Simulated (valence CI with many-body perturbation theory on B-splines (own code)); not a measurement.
**Sensitivity of CI+MBPT for Eu⁵⁰⁺**

Computed by valence CI with perturbative core correlation (CI+MBPT): three valence electrons over a frozen Dirac-Fock core [Ne], a basis of 6 s, 6 p, 5 d, 3 f, 1 g functions for each j, with the one-electron correlation potential Σ1, the two-electron term Σ2, the three-electron term Σ3, Breit, model QED; selected CI, second order for the rest, scaled by the run's own slope (own B-spline code, finite nucleus).

No measured spectrum was set against this ion. As an estimate, large intervals hold to a few tenths of a per cent, small ones and those within an open d or f shell to about a per cent.

The reference run has the lowest level (3s^2 3p1/2) J=1/2 and an ionisation energy of 4514.63 eV. Its largest variational space holds 2787 state functions.

Levels are named by their leading jj configuration (3d3/2^4 stands for four electrons in 3d with j = 3/2), which in mixed levels can hold well under half, so a name can repeat and another be missing. Letters in brackets count levels of one name in rising energy.

Changed runs:
A. scale of Σ1 1 → 0
B. box radius (bohr) 1.6527 → 4.3
C. highest l in the core sums 6 → 3
D. cutoff of virtual states (hartree) 7938 → 156.06 (bad on purpose)

Excitation energies of the reference run in cm⁻¹, and shifts in cm⁻¹:

| Level | Reference | A | B | C | D |
| --- | --- | --- | --- | --- | --- |
| (3s 3p1/2^2) J=1/2 | 1043730 | +2006 | +0.1 | -20 | +1364 |
| (3s^2 3p3/2) J=3/2 | 1370380 | -973 | -0.3 | +29 | -421 |
| (3s 3p1/2 3p3/2) J=3/2 [a] | 2226140 | +1039 | -0.3 | +4.9 | +785 |
| (3s 3p1/2 3p3/2) J=5/2 | 2341310 | +1005 | -0.3 | -26 | +839 |
| (3s 3p1/2 3p3/2) J=3/2 [b] | 2488690 | +997 | -0.4 | -233 | +772 |
| (3s 3p1/2 3p3/2) J=1/2 | 2556040 | +1041 | -0.2 | +2.3 | +1136 |
| (3s^2 3d3/2) J=3/2 | 2899730 | +855 | -0.8 | -1286 | -175 |
| (3s^2 3d5/2) J=5/2 | 3151150 | -38 | -1.1 | -1379 | -777 |
| (3p1/2^2 3p3/2) J=3/2 | 3529970 | +2944 | -0.4 | -412 | +1974 |
| (3s 3p1/2 3d3/2) J=3/2 [a] | 3641610 | +2847 | -0.8 | -1375 | +900 |
| (3s 3p3/2^2) J=5/2 | 3697840 | +56 | -0.6 | -24 | +440 |
| (3s 3p1/2 3d3/2) J=5/2 | 3725920 | +2808 | -0.9 | -1564 | +706 |
| Ionisation energy (eV) | 4514.63 | -1.10 | -0.00023 | +0.033 | -0.48 |
